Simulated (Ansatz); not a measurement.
Ti2S3. The state is a singlet with charge 0. Geometry PBE-D4/def2-SVP.

Cartesian coordinates in Å:
```
Ti 0.284 -0.540 -0.966
Ti -0.284 0.540 0.966
S 1.687 -0.629 0.848
S -0.035 1.732 -0.979
S -1.651 -1.103 0.131
```

B3LYP takes the VWN-RPA correlation. The restricted singlet is unstable towards broken spin symmetry in Hartree–Fock (as tested in another run); at PBE-D4/def2-TZVP, BLYP-D4/def2-TZVP, r2SCAN-D4/def2-TZVP, B3LYP-D4/def2-TZVP and others this wasn't settled. The structure comes from a short search, and lower isomers may exist.

**Question.** Estimate the orbital energies around the gap (eV) in Ansatz with PBE-D4/def2-TZVP, BLYP-D4/def2-TZVP, r2SCAN-D4/def2-TZVP, B3LYP-D4/def2-TZVP, CAM-B3LYP-D4/def2-TZVP.

**Answer.** 
| orbital | PBE-D4/def2-TZVP | BLYP-D4/def2-TZVP | r2SCAN-D4/def2-TZVP | B3LYP-D4/def2-TZVP | CAM-B3LYP-D4/def2-TZVP |
| --- | --- | --- | --- | --- | --- |
| HOMO−5 | -6.79 | -6.62 | -7.04 | -7.64 | -9.13 |
| HOMO−4 | -6.79 | -6.62 | -7.04 | -7.64 | -9.13 |
| HOMO−3 | -6.76 | -6.58 | -7.02 | -7.62 | -9.10 |
| HOMO−2 | -6.76 | -6.58 | -7.02 | -7.62 | -9.10 |
| HOMO−1 | -5.16 | -5.00 | -5.33 | -5.86 | -7.44 |
| HOMO | -4.68 | -4.62 | -4.95 | -5.84 | -7.11 |
| LUMO | -3.26 | -3.15 | -3.14 | -2.57 | -1.47 |
| LUMO+1 | -3.26 | -3.15 | -3.14 | -2.57 | -1.30 |
| LUMO+2 | -2.82 | -2.75 | -2.74 | -2.34 | -1.29 |
| LUMO+3 | -2.82 | -2.75 | -2.74 | -2.24 | -1.05 |
| LUMO+4 | -2.43 | -2.48 | -2.34 | -2.24 | -1.03 |
| LUMO+5 | -2.29 | -2.19 | -2.09 | -1.93 | -1.03 |
